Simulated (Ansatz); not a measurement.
Ideal-gas functions of `[OH][Ga]([Cl])[Cl]` at 600 K and 1 bar, from an Ansatz frequency run at PBE0-D4/def2-TZVP.

Molar mass 157.64 g/mol, point group Cs (symmetry number 1), electronic degeneracy 1, moments of inertia 120.217, 240.299, 360.516 u Å². Harmonic wavenumbers (cm⁻¹, unscaled): 124, 161, 161, 364, 404, 466, 729, 870, 3887.

Use S(trans) = R[1.5 ln M + 2.5 ln T − 1.1517]; rotational temperatures θ = 24.2544 K / I; S(rot) = R[ln(√π/σ · √(T³/θAθBθC)) + 1.5]; for each mode x = 1.438777 ν̃/T, S = R[x/(eˣ − 1) − ln(1 − e⁻ˣ)] and H = RT x/(eˣ − 1); 1 cm⁻¹ = 0.0119627 kJ/mol; R = 8.31446 J/(mol·K).

Q: By hand: the entropy, in J/(mol·K).

A: Translation 186.5. Rotation: θ = 0.2018, 0.1009, 0.0673 K, giving 124.4. Vibration, mode by mode: 18.43, 16.28, 16.28, 9.70, 8.90, 7.81, 4.65, 3.56, 0.01, in all 85.6. Electronic 0.0. Sum 396.5 J/(mol·K).

Q: By hand: H − E and G − E in kJ/mol, counted from the electronic energy.

A: Zero-point energy ½ × 7166 × 0.0119627 = 42.9; thermal vibration 24.6; translation, rotation and pV give 4 RT = 20.0. H − E = 87.5 kJ/mol, and G − E = 87.5 − 600 × 396.5/1000 = -150.4 kJ/mol.

Vibration gives 22 % of the entropy, 18.4 J/(mol·K) of it from the mode under 150 cm⁻¹: soft modes count most, and the harmonic formula is weakest for them. The sum counts one conformer and one mirror image; others add a mixing term.
